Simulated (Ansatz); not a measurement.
Cs₃H₄, relaxed as a doublet with UKS r2SCAN-D4/def2-TZVP in Ansatz, starting from the GFN1-xTB geometry. Force threshold 0.02 eV/Å.

In the def2 sets Cs takes a core potential; there is no spin–orbit coupling. In the doublet, H4 and H6 lie 0.77 Å apart (atoms count from 1), so H2 has formed as a molecule. The relaxation made no stability test and no search for a lower SCF solution. Another isomer (doublet) lies 0.24 eV lower at PBE0-D4/def2-TZVP; other spin states weren't run for this one.

Start:

```xyz
7

Cs   -0.3662   -0.2551    0.3832
Cs    3.0519   -2.3389   -1.5782
Cs   -1.5035    1.4426    0.6724
H     0.3433   -0.9000    0.0530
H    -1.3357    2.4959    0.1580
H     2.1868   -1.6931   -1.1246
H    -2.3767    1.2486    1.4363
```

Problem. Estimate the energy that the relaxation releases and the steps that it takes.

Solution. 6268.4 kJ/mol, in 33 steps; 1.8 min on 4 threads of AMD EPYC 7B13 on a shared host. No frequencies were taken in this run, so the end may be a saddle point.

Problem. Does the start keep its bonding and symmetry?

Solution. Bonds lost: Cs2–H6, Cs3–H4 (atoms count from 1). Metal–metal contacts that move far: Cs1–Cs2 4.46 to 6.02 Å. Point group Cs at the start, Cs at the end, both within 0.05 Å.

Problem. Predict the relaxed structure.

Solution. 
```xyz
7

Cs   -0.968   -1.094    1.151
Cs    3.790   -3.251   -1.835
Cs   -2.264    2.973    0.711
H     1.544   -0.580   -1.016
H    -0.302    1.261   -0.209
H     1.090    0.026   -0.872
H    -2.891    0.666    2.070
```
Bond lengths (bridged metal pairs left out): 5 × Cs–H 2.75 to 3.10 Å.
